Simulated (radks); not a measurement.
The numbers below are computed, except where a source is named.
Coulomb parameter of the 4f shell of the gadolinium ion Gd+ in the model configuration [Xe] 4f6.5 5d1.5 6s1, as a second difference U = [E(n + 0.5) + E(n - 0.5) - 2 E(n)] / (0.5)^2 with all orbitals relaxed. "Bare": the charge of the atom changes with n. "Screened": the 5d shell takes up the change at fixed total charge, which measures U(4f,4f) + U(5d,5d) - 2 U(4f,5d). Level of theory: Dirac Kohn-Sham, PBE, spin-unpolarised, spherical densities, point nucleus; open shells are shared between the two j in proportion to 2j + 1 (a radial shooting solver on a logarithmic mesh with Libxc functionals).

case                  configuration  E - E(n) (eV)
start          [Xe] 4f6.5 5d1.5 6s1          0.000
bare +0.5        [Xe] 4f7 5d1.5 6s1         -7.213
bare -0.5        [Xe] 4f6 5d1.5 6s1         11.202
screened +0.5      [Xe] 4f7 5d1 6s1         -3.940
screened -0.5      [Xe] 4f6 5d2 6s1          5.286

U(bare) = 15.958 eV, U(screened by 5d) = 5.385 eV, against the Slater integral F0(4f,4f) = 30.071 eV with frozen orbitals.
